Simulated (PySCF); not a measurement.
A structure optimised at B3LYP-D3(BJ)/def2-SVP, used in a PySCF frequency run:

```
Si
H 1 1.4789
Cl 1 2.0645 2 109.13
Cl 1 2.0684 2 107.00 3 118.98
Se 1 2.2771 2 113.33 4 123.90
H 5 1.4780 1 92.12 2 -62.55
```

**Question.** Write its SMILES and formula.

**Answer.** Cl[SiH](Cl)[SeH], Cl2H2SeSi

**Question.** What are its rotational constants (standard atomic weights)?

**Answer.** 2.2924, 1.2897, 0.87224 GHz
